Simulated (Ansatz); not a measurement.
`O[SiH](F)F` + `C=N` → `C=N[SiH](O)F` + H–F at 700 K and 1 bar (ligand exchange at the Si–F bond).

Computed with Ansatz on PBE0-D4/def2-TZVP structures; ΔE is electronic, products minus reactants. CCSD(T)/CBS adds triple-zeta CCSD(T) − MP2 to the extrapolated MP2 energy (def2 sets, frozen cores). This one scheme is used for every species. Each species was taken in one conformer, which may not be the lowest.

| species | CCSD(T)/CBS energy (Eh) | H − E (kJ/mol) | S (J/(mol·K)) |
| --- | --- | --- | --- |
| `O[SiH](F)F` | -565.23707 | 129.2 | 374.8 |
| `C=N` | -94.52360 | 135.6 | 268.6 |
| `C=N[SiH](O)F` | -559.32434 | 220.9 | 447.3 |
| H–F | -100.39570 | 45.2 | 198.5 |

H − E and S are ideal-gas, rigid-rotor, harmonic terms from PBE0-D4/def2-TZVP, for one conformer and one mirror image of each species. 1 Eh = 2625.50 kJ/mol, R = 8.31446 J/(mol·K).

Question: By hand: ΔE, ΔH, ΔS and ΔG.

Answer: ΔE = (-559.32434) + (-100.39570) − (-565.23707) − (-94.52360) = 0.04063 Eh = 106.7 kJ/mol. Δ(H − E) = 220.9 + 45.2 − 129.2 − 135.6 = 1.3, so ΔH = 108.0 kJ/mol. ΔS = 447.3 + 198.5 − 374.8 − 268.6 = 2.4 J/(mol·K). ΔG = 108.0 − 700 × (2.4)/1000 = 106.3 kJ/mol.

Question: By hand: the equilibrium constant, and the temperature at which ΔG would vanish if ΔH and ΔS stayed fixed.

Answer: log₁₀ K = −ΔG/(RT ln 10) = -7.9. ΔG = 0 at ΔH/ΔS = 45000 K, far beyond where these terms or the molecules hold.

The number of gas molecules stays the same, so ΔS is small and ΔH decides. A doubt of 5 kJ/mol in ΔE shifts log₁₀ K by 0.4 here. Other conformers and mirror images would add mixing entropy, several J/(mol·K) or more a flexible species. Modes under 60 cm⁻¹, often nearly free rotors, make the harmonic entropy too high. These are equilibria of isolated gas molecules and say nothing of rates. Largest T1 diagnostic: 0.013 (customary marks: 0.02 for closed shells, 0.045 for open ones).
